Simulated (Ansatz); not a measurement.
Ansatz (a quantum-chemistry and plane-wave program) input (SVWN5/def2-TZVPD):

Ansatz 0.2 input:
```yaml
crystal:
  periodic: [false, false, false]
  atoms:
    - {symbol: Si, position_ang: [0.19318690, -0.37520981, -0.41561248]}
    - {symbol: Cl, position_ang: [-0.56998252, -1.07967489, 1.38253685]}
    - {symbol: Cl, position_ang: [-0.64060716, 1.45362683, -0.93732469]}
    - {symbol: N, position_ang: [1.86428343, -0.10843935, -0.17517163]}
    - {symbol: H, position_ang: [2.42997622, -0.79185173, 0.30517591]}
    - {symbol: H, position_ang: [2.39544778, 0.44668157, -0.82900631]}
basis:
  gaussian:
    orbitals: def2-TZVPD
hamiltonian:
  xc: {name: SVWN5}
magnetization: {spin_polarized: true, initial_magnetization: 1}
output: {forces: true}
```

Output:

```
Functional definition: SVWN5
integrals: 0.13 GiB planned
1116 factors; their error is unknown
mean field: 1.01 GiB planned
mean field evaluation 1: about -34315.3687 eV, gradient 5.2e1 eV
mean field evaluation 2: about -34262.1375 eV, gradient 9.8e1 eV
mean field evaluation 4: about -34325.2626 eV, gradient 1.0e1 eV
mean field evaluation 8: about -34325.6882 eV, gradient 2.6e-1 eV
mean field evaluation 16: about -34325.6788 eV, gradient 1.0e-3 eV
mean field -34325.67884144 eV, -1261.4454306422 hartree, gradient 1.4e-5 eV, S^2 0.751181; 0 other end points of the search recorded, 0 dependent functions left out
the calculation of the forces begins
reference -34325.67890185 eV, -1261.4454328623 hartree; 29, 28 occupied and 161, 162 virtual orbitals, 1116 factors
Total energy: -34325.67890185 eV, -1261.4454328623 hartree
Atom 0 at     0.193187    -0.375210    -0.415612 Å, force    -0.032003     0.147747     0.162314 eV/Å
Atom 1 at    -0.569983    -1.079675     1.382537 Å, force     0.144028     0.125280    -0.259420 eV/Å
Atom 2 at    -0.640607     1.453627    -0.937325 Å, force     0.154906    -0.264884     0.097872 eV/Å
Atom 3 at     1.864283    -0.108439    -0.175172 Å, force    -0.728631     0.047710     0.074281 eV/Å
Atom 4 at     2.429976    -0.791852     0.305176 Å, force     0.239766    -0.347759     0.255361 eV/Å
Atom 5 at     2.395448     0.446682    -0.829006 Å, force     0.221933     0.291906    -0.330409 eV/Å
Dipole moment:     0.542797    -0.113688    -0.140672 e Å
```

It need not be the lowest isomer of its formula.
